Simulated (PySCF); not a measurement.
Compound: C₆H₇N₃O.
Numbering: `[CH:1]#[C:2][CH2:3][n:4]1[n:5][cH:6][c:7]([O:8][CH3:9])[n:10]1` (hydrogens: H11 on C1; H12, H13 on C3; H14 on C6; H15, H16, H17 on C9)

The same species was optimised twice, with GFN2-xTB and with PBE0-D3(BJ)/def2-SVP (PySCF), and the same property calculations (PySCF, gas phase) were run on both structures.

```json
{"coordinate": "C1≡C2 (Å)", "GFN2-xTB": "1.196", "PBE0-D3(BJ)/def2-SVP": "1.209", "change": "+0.013"}
{"coordinate": "C7–O8 (Å)", "GFN2-xTB": "1.337", "PBE0-D3(BJ)/def2-SVP": "1.328", "change": "-0.009"}
{"coordinate": "C2–C3 (Å)", "GFN2-xTB": "1.453", "PBE0-D3(BJ)/def2-SVP": "1.461", "change": "+0.008"}
{"coordinate": "C3–N4 (Å)", "GFN2-xTB": "1.437", "PBE0-D3(BJ)/def2-SVP": "1.444", "change": "+0.007"}
{"coordinate": "N4–N5 (Å)", "GFN2-xTB": "1.307", "PBE0-D3(BJ)/def2-SVP": "1.312", "change": "+0.005"}
{"coordinate": "C6–C7 (Å)", "GFN2-xTB": "1.408", "PBE0-D3(BJ)/def2-SVP": "1.413", "change": "+0.005"}
{"coordinate": "N5–C6 (Å)", "GFN2-xTB": "1.322", "PBE0-D3(BJ)/def2-SVP": "1.326", "change": "+0.004"}
{"coordinate": "N4–N10 (Å)", "GFN2-xTB": "1.322", "PBE0-D3(BJ)/def2-SVP": "1.326", "change": "+0.004"}
{"coordinate": "C7–N10 (Å)", "GFN2-xTB": "1.328", "PBE0-D3(BJ)/def2-SVP": "1.324", "change": "-0.004"}
{"coordinate": "O8–C9 (Å)", "GFN2-xTB": "1.414", "PBE0-D3(BJ)/def2-SVP": "1.410", "change": "-0.004"}
{"coordinate": "C2–C3–N4 (°)", "GFN2-xTB": "110.9", "PBE0-D3(BJ)/def2-SVP": "113.5", "change": "+2.6"}
{"coordinate": "C1–C2–C3 (°)", "GFN2-xTB": "177.8", "PBE0-D3(BJ)/def2-SVP": "179.3", "change": "+1.5"}
{"coordinate": "C7–O8–C9 (°)", "GFN2-xTB": "114.9", "PBE0-D3(BJ)/def2-SVP": "116.1", "change": "+1.2"}
{"coordinate": "N5–N4–N10 (°)", "GFN2-xTB": "115.0", "PBE0-D3(BJ)/def2-SVP": "116.0", "change": "+1.0"}
{"coordinate": "N4–N10–C7 (°)", "GFN2-xTB": "104.2", "PBE0-D3(BJ)/def2-SVP": "103.3", "change": "-0.9"}
{"coordinate": "N4–N5–C6 (°)", "GFN2-xTB": "105.3", "PBE0-D3(BJ)/def2-SVP": "104.4", "change": "-0.9"}
{"coordinate": "O8–C7–N10 (°)", "GFN2-xTB": "125.2", "PBE0-D3(BJ)/def2-SVP": "124.4", "change": "-0.8"}
{"coordinate": "C6–C7–N10 (°)", "GFN2-xTB": "108.1", "PBE0-D3(BJ)/def2-SVP": "108.8", "change": "+0.7"}
{"coordinate": "C2–C3–N4–N5 (°)", "GFN2-xTB": "-92", "PBE0-D3(BJ)/def2-SVP": "-96", "change": "-4"}
{"coordinate": "C6–C7–O8–C9 (°)", "GFN2-xTB": "-179", "PBE0-D3(BJ)/def2-SVP": "179", "change": "-2"}
```

Rotational constants: A = 2794, B = 830.7, C = 717.5 MHz (GFN2-xTB) against A = 2663, B = 842.4, C = 710.5 MHz (PBE0-D3(BJ)/def2-SVP). Point groups within 0.08 Å: C1 and C1.

On the GFN2-xTB structure: HOMO (eV) -6.81 [PBE0/pcSseg-1]; LUMO (eV) -0.11 [PBE0/pcSseg-1]; dipole (D) 1.55 [PBE0/pcSseg-1]; GIAO shielding of C1 (ppm) 105.6 [PBE0/pcSseg-1]; GIAO shielding of C2 (ppm) 103.9 [PBE0/pcSseg-1]; GIAO shielding of C3 (ppm) 141.1 [PBE0/pcSseg-1]; GIAO shielding of N4 (ppm) 17.1 [PBE0/pcSseg-1]; GIAO shielding of N5 (ppm) -103.4 [PBE0/pcSseg-1]; GIAO shielding of C6 (ppm) 62.3 [PBE0/pcSseg-1]; GIAO shielding of C7 (ppm) 17.3 [PBE0/pcSseg-1]; GIAO shielding of O8 (ppm) 258.2 [PBE0/pcSseg-1].

Q: What do these properties become on the PBE0-D3(BJ)/def2-SVP structure?

A: 
```
                                    property          level  on GFN2-xTB  on PBE0-D3(BJ)/def2-SVP  change
                                   HOMO (eV)  PBE0/pcSseg-1        -6.81                    -6.80   +0.01
                                   LUMO (eV)  PBE0/pcSseg-1        -0.11                    -0.16   -0.05
                                  dipole (D)  PBE0/pcSseg-1         1.55                     1.51   -0.04
energy, GFN2-xTB geometry as zero (kcal/mol)  PBE0/pcSseg-1          0.0                     -0.7    -0.7
                  GIAO shielding of C1 (ppm)  PBE0/pcSseg-1        105.6                    104.1    -1.5
                  GIAO shielding of C2 (ppm)  PBE0/pcSseg-1        103.9                    103.6    -0.3
                  GIAO shielding of C3 (ppm)  PBE0/pcSseg-1        141.1                    139.3    -1.8
                  GIAO shielding of N4 (ppm)  PBE0/pcSseg-1         17.1                     15.8    -1.3
                  GIAO shielding of N5 (ppm)  PBE0/pcSseg-1       -103.4                   -106.8    -3.4
                  GIAO shielding of C6 (ppm)  PBE0/pcSseg-1         62.3                     60.9    -1.4
                  GIAO shielding of C7 (ppm)  PBE0/pcSseg-1         17.3                     17.6    +0.3
                  GIAO shielding of O8 (ppm)  PBE0/pcSseg-1        258.2                    257.6    -0.6
```

The heavy atoms differ by 0.066 Å rms after alignment. Among bonds between heavy atoms C1≡C2 changes most (+0.013 Å). Changes are differences of the printed values. Neither structure is proved a minimum here.

The values belong to the conformer `[CH:1]#[C:2][CH2:3][n:4]1[n:5][cH:6][c:7]([O:8][CH3:9])[n:10]1`: C2–C3–N4–N5 -96°, C6–C7–O8–C9 179°.
